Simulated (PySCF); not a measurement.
Q: What does the PBE0-D3(BJ)/def2-SVP structure of 2-(methoxymethyl)pyridine (`COCC1=CC=CC=N1`) look like in three dimensions?

A: 
```xyz
18
C7H9NO angstrom
C     -2.7007   -0.2102   -0.5256
O     -2.1125   -0.8087    0.5933
C     -1.1850    0.0090    1.2415
C      0.1517    0.0980    0.5416
C      0.5804   -0.9165   -0.3203
C      1.8340   -0.8018   -0.9120
C      2.6152    0.3129   -0.6164
C      2.0965    1.2643    0.2611
N      0.8954    1.1678    0.8229
H     -1.9582    0.0589   -1.3011
H     -3.2553    0.7079   -0.2509
H     -3.4089   -0.9313   -0.9568
H     -1.0271   -0.4214    2.2451
H     -1.5639    1.0385    1.3882
H     -0.0735   -1.7702   -0.5085
H      2.1994   -1.5747   -1.5932
H      3.6057    0.4470   -1.0561
H      2.6828    2.1550    0.5166
```

Any rigid rotation of these coordinates is as good. Atoms count from 1 in this order. The 5 C–C bonds span 1.391 Å (C5–C6, aromatic) to 1.512 Å (C3–C4, drawn single), a spread of 0.121 Å. N9 (pyridine-type nitrogen) is bent (angle 118.2°). Of the pairs four or more bonds apart, O2···H15 is among the closest relative to their van der Waals radii: 2.51 Å, 92 % of the sum of Bondi's values. The 6-membered ring C4–C5–C6–C7–C8–N9 has internal angles of 118.1° to 123.5° (sum 720°, against 720° for a flat polygon); it is planar, 0.00 Å rms from its mean plane, widest ring torsion 1°.

Bonds between heavy atoms (Å): C1–O2 1.399, O2–C3 1.396, C3–C4 1.512, C4–C5 1.398, C5–C6 1.391, C6–C7 1.393, C7–C8 1.394, C8–N9 1.330, C4–N9 1.333.

Method used: PySCF 2.14.0, PBE0-D3(BJ)/def2-SVP geometry optimisation, gas phase.

Point group: C1 (no symmetry element, even within 0.4 Å). Stationary, but not proved a minimum. The numbers are those of one conformer (C1–O2–C3–C4 -77°, O2–C3–C4–C5 -24°).

On one thread of an Arm Neoverse V2 (shared host), this took 2.2 min wall and 0.79 GiB of memory at its peak. That covers the optimisation of the geometry.
